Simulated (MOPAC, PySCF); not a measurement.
H$_{3}$Al, SMILES `[AlH3]`, neutral singlet in the gas phase. 

Cartesian coordinates (Å):
```xyz
4

Al     0.0000     0.0000    -0.0003
H      1.5840    -0.0751    -0.0001
H     -0.8571    -1.3342     0.0005
H     -0.7269     1.4094    -0.0002
```
Charge 0, multiplicity 1.

All levels are single points at this geometry (PBE0-D4/def2-TZVP); Pople sets use spherical d functions. Orbital energies aren't observables, and empty levels follow the basis.

PM7 in MOPAC gives HOMO (eV) = -12.11.

Question: Estimate the HOMO (eV) from each of these levels: B3LYP-D3(BJ)/def2-TZVP in PySCF; PBE-D3(BJ)/def2-TZVP in PySCF; PBE0-D4/def2-TZVP in PySCF; B3LYP/6-311+G** in PySCF; B3LYP/6-31G* in PySCF; B3LYP/LANL2DZ in PySCF; SVWN5/6-31G* in PySCF; HF/3-21G in PySCF; HF/6-31G* in PySCF; HF/STO-3G in PySCF; PM3 in MOPAC; PM6 in MOPAC.

Answer: 
```tsv
level	HOMO (eV)
B3LYP-D3(BJ)/def2-TZVP in PySCF	-8.40
PBE-D3(BJ)/def2-TZVP in PySCF	-7.30
PBE0-D4/def2-TZVP in PySCF	-8.58
B3LYP/6-311+G** in PySCF	-8.40
B3LYP/6-31G* in PySCF	-8.36
B3LYP/LANL2DZ in PySCF	-8.42
SVWN5/6-31G* in PySCF	-7.28
HF/3-21G in PySCF	-11.63
HF/6-31G* in PySCF	-11.70
HF/STO-3G in PySCF	-9.15
PM3 in MOPAC	-11.44
PM6 in MOPAC	-11.64
```
